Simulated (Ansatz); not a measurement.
System: C2H9N2Si (charge 0, doublet). It need not be the lowest isomer of its formula. 
Structure (B3LYP-D3(BJ)/def2-TZVP (Ansatz, a first-principles code) minimum search):
```
Si
N 1 1.7215
H 2 1.0089 1 119.14
H 2 1.0092 3 109.93 1 -143.22
N 1 1.7631 2 112.27 3 -77.39
H 5 1.0239 1 113.54 2 168.46
C 1 1.8749 2 107.13 3 43.96
H 7 1.0918 1 111.12 2 177.75
H 7 1.0919 8 108.23 1 121.43
H 7 1.0924 8 107.65 9 116.44
C 1 1.8754 2 108.26 3 165.93
H 11 1.0914 1 111.61 2 -179.54
H 11 1.0918 12 107.80 1 122.25
H 11 1.0921 12 108.45 13 116.80
```
Charge 0, spin multiplicity 2.

Property: atomisation energy (electronic, to ground-state atoms), in eV. Correlated levels leave the core frozen unless marked. UHF or UKS for open shells. Spin-orbit coupling is left out. Non-relativistic unless marked X2C. The coupled-cluster limit lacks core correlation, which all-electron functionals hold. Basis-set limits of correlation are two-point, X^-3; Hartree-Fock from the larger set.

```
level                                        program  atomisation energy (eV)  minus last row
------------------------------------  --------------  -----------------------  --------------
BLYP-D4/def2-TZVPD                    Ansatz + dftd4                    52.54            0.10
revPBE-D4/def2-TZVPD                  Ansatz + dftd4                    52.16           -0.28
B3LYP-D4/def2-TZVPD                   Ansatz + dftd4                    52.69            0.25
BHLYP-D3(BJ)/def2-TZVPD               Ansatz + dftd3                    51.44           -1.00
r2SCANh/def2-TZVPD                            Ansatz                    52.10           -0.34
HSE06-D3(BJ)/def2-TZVPD               Ansatz + dftd3                    52.50            0.06
LC-wPBE-D4/def2-TZVPD                 Ansatz + dftd4                    52.60            0.16
B2GP-PLYP-D4/def2-TZVPD               Ansatz + dftd4                    51.69           -0.75
X2C-CCSD(T)/cc-pVTZ-DK                        Ansatz                    50.70           -1.74
CCSD(T)/CBS(cc-pV(T+d)Z,cc-pV(Q+d)Z)          Ansatz                    52.44            0.00
```
